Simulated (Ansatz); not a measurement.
Cartesian coordinates in Å:
```
C -3.018 -0.031 0.381
N -2.017 -0.632 -0.468
C -2.144 -0.221 -1.846
Hf -0.585 -1.900 0.197
O -1.218 -2.817 1.769
F 0.137 -2.927 -1.261
C 1.093 -0.634 0.974
C 1.572 0.630 0.245
C 1.761 0.336 -1.242
C 2.906 1.098 0.828
C 0.544 1.746 0.411
H -4.035 -0.281 0.046
H -2.914 -0.378 1.413
H -2.934 1.066 0.389
H -1.996 0.863 -1.961
H -3.138 -0.463 -2.248
H -1.405 -0.724 -2.477
H -1.424 -3.516 2.381
H 1.931 -1.352 1.027
H 0.868 -0.390 2.023
H 2.164 1.206 -1.769
H 2.449 -0.500 -1.396
H 0.811 0.081 -1.723
H 3.676 0.331 0.703
H 3.258 2.011 0.336
H 2.810 1.305 1.897
H 0.403 1.989 1.468
H -0.425 1.449 0.002
H 0.869 2.657 -0.101
```

The species carries charge 0 and has multiplicity 1. Hf takes the def2 core potential.

Problem. List the CAM-B3LYP/def2-TZVPP orbital energies in eV (Ansatz 0.2.0). (An estimate is asked.)

Solution. The calculation gave: Occupied: -672.45, -522.29, -390.94, -279.43, -279.40, -278.78, -278.21, -278.08, -278.04, -277.49, -69.33, -38.41, -37.86, -37.52, -32.20, -28.38, -26.38, -24.39, -21.52, -20.65, -20.55, -19.91, -18.59, -16.18, -15.68, -14.64, -14.47, -14.15, -13.90, -13.88, -13.56, -13.37, -12.98, -12.95, -12.55, -12.42, -12.20, -11.93, -11.44, -11.37, -11.27, -11.12, -10.58, -10.40, -10.21, -10.13, -8.24, -7.86. Lowest empty: 0.63, 1.45, 1.60, 1.74, 1.97, 2.09, 2.18, 2.61.
